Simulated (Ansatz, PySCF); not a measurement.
Gas-phase reaction R1 → P1 + P2, each structure at its B3LYP-D3(BJ)/def2-TZVP stationary point, reached from a drawn start (curvature not checked).
R1: HF (SMILES F), charge 0, multiplicity 1.
P1: F atom, charge 0, multiplicity 2.
P2: H atom, charge 0, multiplicity 2.

P less R. No zero-point or thermal terms; singlets are restricted closed shells; open shells are unrestricted; no spin–orbit coupling.

Correlated levels freeze the cores.

Programs: Ansatz (Gaussian basis) for Hartree–Fock, density functionals and correlated methods; PySCF for M06-2X. All values are computed, each at the level named.

The comparison value is 585.2 kJ/mol (CCSD(T)/cc-pVQZ). It is a level with limits of its own, not the exact answer.

Order these levels by how close they come to the comparison value for the reaction energy, closest first: B2PLYP/def2-TZVPP, wB97X-V/def2-TZVPP, HF/cc-pVTZ, SVWN5/def2-TZVPP, M06-2X/def2-TZVPP. Give each level's value less the comparison value.

M06-2X/def2-TZVPP (-4.3 kJ/mol), B2PLYP/def2-TZVPP (-6.7 kJ/mol), wB97X-V/def2-TZVPP (-9.1 kJ/mol), SVWN5/def2-TZVPP (89.1 kJ/mol), HF/cc-pVTZ (-185.4 kJ/mol)

Ansatz is a quantum-chemistry and plane-wave program.
